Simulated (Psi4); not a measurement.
hydrogen bromide (HBr), singlet, at a GFN2-xTB geometry.

Psi4 was given this input:
```
memory 2 GB

molecule mol {
0 1
Br   -0.000000   -0.000000   -0.038935
H     0.000000    0.000000    1.362726
}

set {
  basis 6-31g*
  reference rhf
}

energy('scf')
print_variables()
```

Problem. Predict the dipole moment from Psi4 with HF/6-31G*.

Solution. 1.16 D

Problem. What number of basis functions does HF/6-31G* give?

Solution. 37

Problem. Give the total energy at the level HF/6-31G*.

Solution. -2572.0110 Eh
